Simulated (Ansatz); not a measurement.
Pb3O7H8, a hydroxylated oxide cluster. The state is a singlet with charge 0. Geometry PBE-D4/def2-SVP; atoms count from 1.

```xyz
18

Pb    2.584   -0.563    0.315
Pb    0.087   -2.887   -0.584
Pb   -0.663    2.048    0.097
O    -0.432    0.321   -2.069
O    -1.642   -1.568   -1.003
O     0.312    2.656    2.046
O     1.578   -1.385   -1.572
O     1.584    1.421    0.200
O     0.758   -1.637    1.229
O    -1.274    0.050    1.068
H    -1.053   -0.489   -1.721
H    -0.788    0.605   -2.931
H    -1.749   -1.029   -0.159
H     0.059    2.008    2.734
H     0.978   -0.661   -1.934
H     1.505    1.877    1.112
H     0.008   -0.954    1.328
H    -1.852    0.185    1.843
```

In the def2 sets Pb takes a core potential; there is no spin–orbit coupling.

Q: Estimate the Mulliken populations from the PBE0/def2-TZVP orbitals of Ansatz.

A: 
| atom | charge (e) |
| --- | --- |
| Pb1 | 0.95 |
| Pb2 | 0.87 |
| Pb3 | 0.96 |
| O4 | -0.75 |
| O5 | -0.76 |
| O6 | -0.81 |
| O7 | -0.78 |
| O8 | -0.77 |
| O9 | -0.78 |
| O10 | -0.89 |
| H11 | 0.37 |
| H12 | 0.33 |
| H13 | 0.36 |
| H14 | 0.29 |
| H15 | 0.37 |
| H16 | 0.35 |
| H17 | 0.37 |
| H18 | 0.32 |
Mulliken values depend strongly on the basis.

Q: And the Mayer bond orders between heavy atoms (over 0.3)?

A: Pb1–O7 0.51 (2.29 Å); Pb1–O8 0.58 (2.23 Å); Pb1–O9 0.50 (2.31 Å); Pb2–O5 0.70 (2.21 Å); Pb2–O7 0.48 (2.34 Å); Pb2–O9 0.52 (2.30 Å); Pb3–O6 0.63 (2.26 Å); Pb3–O8 0.44 (2.33 Å); Pb3–O10 0.44 (2.30 Å).
